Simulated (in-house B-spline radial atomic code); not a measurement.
Inner-shell binding energies (edges) and X-ray emission energies of free atoms and ions, as differences of relaxed hole-state energies with first-order Breit, QED and recoil terms, without correlation or multiplet splittings, in NIST's listed ground configurations. For neutral atoms such line energies lie within some 1 to 5 eV of tabulated X-ray lines (up to 20 eV for the heaviest). K = 1s, L1 = 2s. A dash marks a subshell that is part filled or wasn't run, or a line left out. Computed with a B-spline radial code for spherical atoms: Dirac-Hartree-Fock, average of the configuration, finite nuclei.

```tsv
ion	configuration	K edge (eV)	L1 edge (eV)
O4+	[He] 2s2	664.66	111.09
F4+	[He] 2s2 2p1	?	?
Ne4+	[He] 2s2 2p2	1004.15	142.89
Mg4+	[He] 2s2 2p4	1418.96	178.5
Al4+	[He] 2s2 2p5	1654.7	197.75
Si4+	[He] 2s2 2p6	1909.36	217.97
S4+	[Ne] 3s2	?	?
Cl4+	[Ne] 3s2 3p1	2904.08	349.41
Ar4+	[Ne] 3s2 3p2	3283.11	400.03
K4+	[Ne] 3s2 3p3	3685.8	453.98
Ca4+	[Ne] 3s2 3p4	4112.22	511.27
Sc4+	[Ne] 3s2 3p5	?	?
Ti4+	[Ne] 3s2 3p6	5036.5	635.95
V4+	[Ar] 3d1	5538.64	704.44
```

Task: Fill in the row of F4+.

Result: K edge (eV): 825; L1 edge (eV): 126.52.

Task: Fill in the row of S4+.

Result: K edge (eV): 2548.65; L1 edge (eV): 302.1.

Task: Fill in the row of Sc4+.

Result: K edge (eV): 4562.43; L1 edge (eV): 571.92.
